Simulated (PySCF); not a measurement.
Compound: C5H10Si.
Atom-mapped SMILES: `[CH2:1]=[CH:2][CH:3]1[CH2:4][SiH2:5][CH2:6]1` (hydrogens: H7, H8 on C1; H9 on C2; H10 on C3; H11, H12 on C4; H13, H14 on Si5; H15, H16 on C6)

The same species was optimised twice, with GFN2-xTB and with PBE0-D3(BJ)/def2-SVP (PySCF), and the same property calculations (PySCF, gas phase) were run on both structures.

| coordinate | GFN2-xTB | PBE0-D3(BJ)/def2-SVP | change |
| --- | --- | --- | --- |
| C3–C4 (Å) | 1.552 | 1.566 | +0.014 |
| C3–C6 (Å) | 1.552 | 1.566 | +0.014 |
| Si5–C6 (Å) | 1.909 | 1.896 | -0.013 |
| C4–Si5 (Å) | 1.909 | 1.896 | -0.013 |
| C1=C2 (Å) | 1.320 | 1.333 | +0.013 |
| C2–C3 (Å) | 1.489 | 1.497 | +0.008 |
| C3–C4–Si5 (°) | 91.6 | 87.9 | -3.7 |
| C3–C6–Si5 (°) | 91.6 | 87.9 | -3.7 |
| C4–Si5–C6 (°) | 76.7 | 78.5 | +1.8 |
| C4–C3–C6 (°) | 99.5 | 99.9 | +0.4 |
| C1–C2–C3 (°) | 124.9 | 125.3 | +0.4 |
| C2–C3–C4 (°) | 111.7 | 111.6 | -0.1 |
| C2–C3–C6 (°) | 111.6 | 111.6 | 0.0 |
| C1–C2–C3–C4 (°) | 125 | 125 | 0 |

Rotational constants: A = 7246, B = 1669, C = 1545 MHz (GFN2-xTB) against A = 6369, B = 1759, C = 1663 MHz (PBE0-D3(BJ)/def2-SVP). Point groups within 0.08 Å: Cs and Cs.

On the GFN2-xTB structure: HOMO (eV) -7.34 [PBE0/pcSseg-1]; LUMO (eV) 0.11 [PBE0/pcSseg-1]; dipole (D) 0.28 [PBE0/pcSseg-1]; GIAO shielding of C1 (ppm) 71.8 [PBE0/pcSseg-1]; GIAO shielding of C2 (ppm) 31.5 [PBE0/pcSseg-1]; GIAO shielding of C3 (ppm) 144.7 [PBE0/pcSseg-1]; GIAO shielding of C4/C6 (mean) (ppm) 170.1 [PBE0/pcSseg-1]; GIAO shielding of Si5 (ppm) 389.0 [PBE0/pcSseg-1].

Question: What do these properties become on the PBE0-D3(BJ)/def2-SVP structure?

Answer: 
```json
{"property": "HOMO (eV)", "level": "PBE0/pcSseg-1", "on GFN2-xTB": "-7.34", "on PBE0-D3(BJ)/def2-SVP": "-7.37", "change": "-0.03"}
{"property": "LUMO (eV)", "level": "PBE0/pcSseg-1", "on GFN2-xTB": "0.11", "on PBE0-D3(BJ)/def2-SVP": "0.17", "change": "+0.06"}
{"property": "dipole (D)", "level": "PBE0/pcSseg-1", "on GFN2-xTB": "0.28", "on PBE0-D3(BJ)/def2-SVP": "0.43", "change": "+0.15"}
{"property": "energy, GFN2-xTB geometry as zero (kcal/mol)", "level": "PBE0/pcSseg-1", "on GFN2-xTB": "0.0", "on PBE0-D3(BJ)/def2-SVP": "-2.2", "change": "-2.2"}
{"property": "GIAO shielding of C1 (ppm)", "level": "PBE0/pcSseg-1", "on GFN2-xTB": "71.8", "on PBE0-D3(BJ)/def2-SVP": "65.9", "change": "-5.9"}
{"property": "GIAO shielding of C2 (ppm)", "level": "PBE0/pcSseg-1", "on GFN2-xTB": "31.5", "on PBE0-D3(BJ)/def2-SVP": "31.0", "change": "-0.5"}
{"property": "GIAO shielding of C3 (ppm)", "level": "PBE0/pcSseg-1", "on GFN2-xTB": "144.7", "on PBE0-D3(BJ)/def2-SVP": "138.8", "change": "-5.9"}
{"property": "GIAO shielding of C4/C6 (mean) (ppm)", "level": "PBE0/pcSseg-1", "on GFN2-xTB": "170.1", "on PBE0-D3(BJ)/def2-SVP": "167.6", "change": "-2.5"}
{"property": "GIAO shielding of Si5 (ppm)", "level": "PBE0/pcSseg-1", "on GFN2-xTB": "389.0", "on PBE0-D3(BJ)/def2-SVP": "376.9", "change": "-12.1"}
```

The heavy atoms differ by 0.143 Å rms after alignment. Among bonds between heavy atoms C1=C2, C3–C4, C3–C6, C4–Si5 and Si5–C6 change most and about equally (-0.013 to +0.014 Å). Changes are differences of the printed values. Neither structure is proved a minimum here.

Shape of the structure used: `[CH2:1]=[CH:2][CH:3]1[CH2:4][SiH2:5][CH2:6]1`: C1–C2–C3–C4 125°.
